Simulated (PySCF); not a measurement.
HWO + H₂O → WH₃ + O₂

Level: PBE0 in the def2-TZVP basis family, computed in PySCF with density fitting; scalar-relativistic core potentials for atoms from Rb on, none lighter, no spin–orbit coupling; open shells unrestricted.

| species | state and structure | E (Eh) | ZPE (kJ/mol) | H(298 K) − H(0) (kJ/mol) | S° (J/(mol K)) |
| --- | --- | --- | --- | --- | --- |
| HWO | quartet, Cs, W–H 1.756 Å, W–O 1.684 Å; H–W–O 121.1° | -142.79939 | 20.7 | 10.5 | 272.4 |
| H₂O | singlet, C2v, O–H 0.960 Å (×2); H–O–H 105.1° | -76.37736 | 56.5 | 9.9 | 188.7 |
| WH₃ | quartet, C3v, W–H 1.710 Å (×3); H–W–H 112.3° (×3) | -68.74831 | 46.2 | 11.3 | 253.0 |
| O₂ | triplet, D∞h, O–O 1.193 Å | -150.23561 | 10.3 | 8.7 | 204.9 |

(1) What is the electronic reaction energy?

(2) Add zero-point, thermal and entropy terms for 298.15 K and 1 bar.

Results:

(1) At PBE0/def2-TZVP, ΔE = 506.3 kJ/mol from the differences of the total energies times 2625.5, uphill. 

(2) ΔZPE = -20.7 and Δ[H(298) − H(0)] = -0.4 kJ/mol give ΔH° = 485.2 kJ/mol. ΔS° = -3.2 J/(mol K), so ΔG° = 485.2 − 298.15 × (-0.0032) = 486 kJ/mol.

Spin–orbit coupling can matter for HWO, WH₃ and is left out. Open d or f shells are single determinants, so the state found may not be the ground state. Only the bonding shown was studied: isomers, or loss of a ligand pair, can lie lower.
